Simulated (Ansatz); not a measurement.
Several settings on one geometry of the cluster Rb₃ (that of the charge 0 doublet, B3LYP/def2-TZVP). Ansatz on 4 threads of Arm Neoverse V1 on a shared host; times are rough.

```csv
atom,x (Å),y (Å),z (Å)
Rb1,-0.792,-2.570,2.554
Rb2,2.237,2.540,-1.516
Rb3,-1.445,0.031,-1.038
```

Totals from different functionals, basis sets or treatments of relativity can't be compared as stabilities.

In the def2 sets Rb takes a core potential; there is no spin–orbit coupling. B3LYP takes the VWN-RPA correlation.

The spins typed aren't always the lowest for that charge.

(1) Give the basis size and estimate the energy, ⟨S²⟩, dipole and time of these runs.

| run | method | charge | state | further keys |
| --- | --- | --- | --- | --- |
| 1 | UKS B97M-V/def2-SVPD | 0 | doublet | point_charges: [{charge: 1.00, position_ang: [6.924, -0.365, -0.972]}]; forces asked |
| 2 | RKS B97/def2-mTZVPP | 1 | singlet | scf: {omitted_lower_state_checks: [starts]} |
| 3 | ROKS B3LYP/def2-mTZVPP | 0 | doublet | scf: {omitted_lower_state_checks: [starts]}; forces asked |

Results:

(1) 
```tsv
run	functions	energy (Eh)	⟨S²⟩	dipole (D)	wall time
1	81	-72.3672	0.76	17.72	25 s
2	99	-72.1556	–	–	3.3 s
3	99	-72.3170	–	0.24	6 s
```

The restricted singlet is unstable towards broken spin symmetry in Hartree–Fock (as tested in another run); at RKS B97/def2-mTZVPP this wasn't settled.
